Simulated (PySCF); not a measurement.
Molecule: Dimethyldichlorosilane, C2H6Cl2Si.

Numbering as in the mapped SMILES `[CH3:1][Si:2]([CH3:3])([Cl:4])[Cl:5]` (H(Xn): hydrogen on atom n).

Geometry PBE0-D3(BJ)/def2-SVP throughout; GIAO in PySCF 2.14, gas phase, one conformer, non-relativistic; equivalent atoms averaged; basis pcSseg-2.

Question: How do the shifts δ (against TMS, HCl at the same level) depend on the functional? (ppm; last column core-seconds on shared hosts with different chips, so compare them loosely; the GGAs took longer than the global hybrids here, which isn't the general rule, and the cause wasn't traced)

Answer: 
```
functional                    kind  C1/C3   Si2  Cl4/Cl5  H(C1)/H(C3)  core-s
        HF            Hartree–Fock    5.8  33.0     18.9         0.57      21
       LDA                     LDA    9.2  54.4    143.1         0.65      37
       PBE                     GGA    8.4  47.7    107.7         0.63      46
      BLYP                     GGA    8.5  46.6     98.7         0.62      46
      BP86                     GGA    8.5  47.9    103.7         0.63      46
      OPBE                     GGA    7.5  43.4     89.2         0.63      46
       KT2                     GGA    8.7  46.4    106.4         0.63      46
       KT3                     GGA    7.9  41.7     84.5         0.62      44
     B97-D                     GGA    7.8  43.5     83.6         0.62      46
     B3LYP           global hybrid    7.9  44.9     81.8         0.61      35
      PBE0           global hybrid    7.7  45.2     83.7         0.61      35
  mPW1PW91           global hybrid    7.6  45.1     79.5         0.61      35
      WP04           global hybrid    7.3  40.4     41.2         0.62      26
     B97-2           global hybrid    7.4  42.9     72.5         0.61      25
 BHandHLYP           global hybrid    7.1  41.0     58.1         0.59      25
 CAM-B3LYP  range-separated hybrid    7.6  45.6     78.1         0.60      70
   wB97X-D  range-separated hybrid    7.4  44.9     73.5         0.59      34
   LC-wPBE  range-separated hybrid    7.1  46.3     65.7         0.59      39
```

Question: Which nucleus moves most, in ppm?

Answer: Cl4/Cl5 (chlorine bonded to Si): from 18.9 ppm with HF to 143.1 ppm with LDA. The smallest spread is 0.08 ppm, at H(C1)/H(C3). Proton shifts span only some 12 ppm, so a few tenths of a ppm matter as much there as several ppm in carbon.
